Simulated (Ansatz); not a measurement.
Si2H7OF, singlet: at the end structure of a reaction step.

Input (in.yaml):

```yaml
crystal:
  periodic: [false, false, false]
  atoms:
    - {symbol: Si, position_ang: [-1.065404, 0.734198, 0.390431]}
    - {symbol: F, position_ang: [0.763303, -2.147582, 1.087264]}
    - {symbol: H, position_ang: [-2.249513, -0.043241, -0.075505]}
    - {symbol: H, position_ang: [-1.430877, 2.170375, 0.455296]}
    - {symbol: O, position_ang: [-0.570973, 0.295464, 1.893766]}
    - {symbol: H, position_ang: [0.973844, -1.855489, 0.227621]}
    - {symbol: Si, position_ang: [0.638808, 0.442693, -1.208852]}
    - {symbol: H, position_ang: [-0.177766, -0.580701, 1.970830]}
    - {symbol: H, position_ang: [0.163390, 0.707038, -2.592887]}
    - {symbol: H, position_ang: [1.845049, 1.265459, -0.932036]}
    - {symbol: H, position_ang: [1.110039, -0.988214, -1.215829]}
basis:
  gaussian: {orbitals: def2-TZVPP}
hamiltonian: {xc: {name: BHLYP}, dispersion: d4}
```

Command:

```bash
ansatz run in.yaml --threads 4 --pin off --events-out ev --progress --plain --max-ram 9574MiB
```

The run's output (Ansatz 0.2.0):

```
Functional definition: BHLYP
  name "BHLYP"
  cite "Becke, J. Chem. Phys. 98, 1372 (1993) doi:10.1063/1.464304"
  cite "Becke, Phys. Rev. A 38, 3098 (1988) doi:10.1103/PhysRevA.38.3098"
  cite "Lee, Yang & Parr, Phys. Rev. B 37, 785 (1988) doi:10.1103/PhysRevB.37.785"
  parameter a = 0.5
  exchange = (1 - a)*b88_x + a*exact_x
  correlation = lyp_c
1385 factors; their error is unknown
mean field evaluation 1: about -20630.4732 eV, gradient 5.3e1 eV
mean field evaluation 2: about -20628.1915 eV, gradient 6.5e1 eV
mean field evaluation 4: about -20634.8635 eV, gradient 2.6e0 eV
mean field evaluation 8: about -20634.8701 eV, gradient 7.6e-2 eV
mean field evaluation 16: about -20635.0038 eV, gradient 2.3e-5 eV
mean field -20635.00383944 eV, -758.3224041915 hartree, gradient 2.3e-5 eV, S^2 0.000000; 0 other end points of the search recorded, 0 dependent functions left out
reference -20635.00402490 eV, -758.3224110069 hartree; 26, 26 occupied and 218, 218 virtual orbitals, 1385 factors
Total energy: -20635.25955001 eV, -758.3318013814 hartree
```

Hardware: 4 CPU threads of an Intel Xeon, shared host. Wall time about 8.5 s.
